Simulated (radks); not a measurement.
Polarisabilities and homonuclear dispersion coefficients (atomic units). All-electron calculation, scalar-relativistic Kohn-Sham, LDA (Slater exchange, VWN5 correlation), spin-polarised, spherical densities, finite nucleus; open shells are filled with parallel spins first (spin-orbit coupling, left out, can overturn this in heavy ions); Fermi nuclear charge, rms radius of each element as measured or else 0.836 A^(1/3) + 0.57 fm. Program: a radial shooting solver on a logarithmic mesh with Libxc functionals. Response by self-consistent Sternheimer equations with the Hartree and adiabatic LDA kernel, the relativistic mass of each level held fixed and spin-orbit coupling left out. For heavy and open-shell atoms this level of theory can miss by tens of per cent. "Uncoupled" leaves out the induced potential. Quadrupole and octupole values are given only where no p, d or f shell is open.

species      configuration  alpha1 (bohr^3)  alpha1, uncoupled  alpha2 (bohr^5)  alpha3 (bohr^7)     C6    C8
Br2+     [Ar] 3d10 4s2 4p3            8.180              12.86                -                -  39.54     -
Nb+               [Kr] 4d4            28.17              39.63                -                -  182.8     -
Al+               [Ne] 3s2            23.31              40.04            125.1             1071  115.9  3793
Ge+      [Ar] 3d10 4s2 4p1            18.18              28.67                -                -  103.7     -
O+            [He] 2s2 2p3            2.641              3.400                -                -  5.211     -
